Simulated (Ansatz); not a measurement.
`CBC#CCC` + `CCS` → `CBSCC` + `C#CCC`  (ligand exchange at a B–C bond)

Program: Ansatz. Geometries: PBE0-D4/def2-TZVP. ΔE: electronic, gas phase. CCSD(T)/CBS adds triple-zeta CCSD(T) − MP2 to the extrapolated MP2 energy (def2 sets, frozen cores). DFT in def2-TZVPP. B3LYP here is the variant with VWN-RPA as its local correlation; programs differ in this. One conformer a species, not always the lowest.

**Question.** Is it downhill or uphill in electronic energy at CCSD(T)/CBS, and by how much? (Estimate.)

**Answer.** Computed: Downhill: ΔE = -10.0 kcal/mol.

**Question.** What do these levels give: PBE-D4, B3LYP-D4, ωB97X-V, ωB97M-V, PBE, B3LYP, SCS-MP2/def2-TZVPP, CCSD/def2-TZVPP, HF/def2-QZVPP, SCS-MP2/def2-QZVPP, MP2/CBS(def2), CCSD/CBS(def2)? (Best estimate.)

**Answer.** Ansatz gave: PBE-D4 -8.9, B3LYP-D4 -8.1, ωB97X-V -9.3, ωB97M-V -9.3, PBE -8.4, B3LYP -7.2, SCS-MP2/def2-TZVPP -9.5, CCSD/def2-TZVPP -9.3, HF/def2-QZVPP -6.3, SCS-MP2/def2-QZVPP -9.6, MP2/CBS(def2) -10.5, CCSD/CBS(def2) -9.5 kcal/mol.

Largest T1 diagnostic among the species: 0.012.

The D4 term adds −0.8 kcal/mol with B3LYP and −0.4 kcal/mol with PBE0; it sums over pairs of atoms, weighted by their polarisabilities, and B3LYP, whose exchange is more repulsive, gets the larger term. In def2-TZVPP, CCSD(T) changes the Hartree–Fock value by −3.3 kcal/mol (the triples alone add −0.5 kcal/mol) and MP2 by −3.8 kcal/mol.
